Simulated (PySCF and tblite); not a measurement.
2 regioisomers of C5H10Se:

```
isomer                                        SMILES
     A  [CH3:1][C@@H:2]1[CH2:3][CH2:4][CH2:5][Se:6]1
     B  [CH3:1][C@@H:2]1[CH2:3][CH2:4][Se:5][CH2:6]1
```

Computed spectrum of one of them (conformer average at 298.15 K; GFN2-xTB geometries, energies OLYP/6-311G** (IEF-PCM, dimethylsulfoxide) (D3(BJ) added where defined), GIAO shieldings HCTH407/pcSseg-1 (IEF-PCM, dimethylsulfoxide); references on GFN2-xTB geometries), in ppm: ¹H (against TMS): 4.10 (1H), 3.31 (1H), 3.11 (1H), 2.28 (1H), 2.18 (1H), 2.08 (1H), 1.67 (1H), 1.45 (3H). ¹³C (against TMS): 57.9 (1C), 46.1 (1C), 41.1 (1C), 38.2 (1C), 26.3 (1C). Of the H, only those on carbon are given.

Which isomer is it?

A. Signals are matched in order of shift, without assignment. After a straight-line scaling (slope 0.85 to 1.15) of computed carbon shifts, the largest errors are A 1.9 ppm (at 46.1), B 7.8 ppm (at 57.9). Assigned: ¹H (against TMS): 4.10 (H2, 1H), 3.31 (H5a, 1H), 3.11 (H5b, 1H), 2.28 (H4a, 1H), 2.18 (H3a, 1H), 2.08 (H4b, 1H), 1.67 (H3b, 1H), 1.45 (H1, 3H). ¹³C (against TMS): 57.9 (C2), 46.1 (C3), 41.1 (C5), 38.2 (C4), 26.3 (C1). For comparison, at another level (GFN2-xTB geometries, energies PBE0/pcSseg-1 (D3(BJ) added where defined), GIAO shieldings PBE0/pcSseg-1) the isomers give: A: ¹H (against TMS): 3.74 (H2, 1H), 3.08 (H5a, 1H), 2.89 (H5b, 1H), 2.06 (H4a, 1H), 1.97 (H3a, 1H), 1.92 (H4b, 1H), 1.49 (H3b, 1H), 1.44 (H1, 3H). ¹³C (against TMS): 51.7 (C2), 44.0 (C3), 37.0 (C5), 35.5 (C4), 25.9 (C1). ⁷⁷Se (against Me2Se): 306.4 (Se6). B: ¹H (against TMS): 3.00 (H4a, 1H), 2.97 (H6a, 1H), 2.90 (H4b, 1H), 2.53 (H6b, 1H), 2.17 (H2, 1H), 1.88 (H3a, 1H), 1.56 (H3b, 1H), 1.11 (H1, 3H). ¹³C (against TMS): 43.3 (C2), 42.8 (C3), 41.5 (C6), 33.7 (C4), 20.1 (C1). ⁷⁷Se (against Me2Se): 159.7 (Se5).

Spin–orbit effects of the heavy atoms on shieldings are missing. Shifts are unscaled: against experiment ¹³C can be off by 15 ppm or more and ¹H by 0.8 ppm.
